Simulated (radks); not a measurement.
Polarisability of the thallium ion Tl+, [Hg], at imaginary frequency. All-electron calculation, scalar-relativistic Kohn-Sham, LB94 model potential, spin-polarised, spherical densities, finite nucleus; Fermi nuclear charge, rms radius 5.4759 fm. Program: a radial shooting solver on a logarithmic mesh with Libxc functionals. Response by self-consistent Sternheimer equations with the Hartree and adiabatic LDA kernel, the relativistic mass of each level held fixed and spin-orbit coupling left out.

w (hartree),alpha1(iw) (bohr^3),alpha2(iw) (bohr^5)
0.00266,17.16,71.43
0.0143,17.14,71.40
0.0360,17.06,71.23
0.0697,16.78,70.68
0.118,16.15,69.32
0.186,14.92,66.45
0.280,13.02,61.16
0.413,10.62,52.75
0.605,8.112,41.52
0.892,5.835,29.30
1.35,3.904,18.38
2.12,2.328,10.11
3.59,1.150,4.632
6.94,0.4290,1.550
17.5,0.1032,0.2847

Static values: alpha1 = 17.16 bohr^3 (2.542 angstrom^3; uncoupled 34.43), alpha2 = 71.43 bohr^5, alpha3 = 691.8 bohr^7. C6 = 134.7, C8 = 3097, triple-dipole C9 = 1555 atomic units. One-pole (London) frequency 4 C6 / (3 alpha1^2) = 0.610 hartree, against 0.830 for minus the highest occupied eigenvalue.
